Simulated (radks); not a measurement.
Q: The tungsten ion W3+ is in [Xe] 4f14 5d3. Method: scalar-relativistic Kohn-Sham, PBE, spin-polarised, spherical densities, finite nucleus; Fermi nuclear charge, rms radius of each element as measured or else 0.836 A^(1/3) + 0.57 fm; computed with a radial shooting solver on a logarithmic mesh with Libxc functionals. Open shells are filled with parallel spins first. One electron is removed from 5d, 4f, 5p, 5s in turn, with full relaxation. Which removal costs least, and what does each cost?

A: 5d 38.130 eV; 4f 73.731 eV; 5p 78.037 eV; 5s 115.17 eV. The 5d electron leaves first.
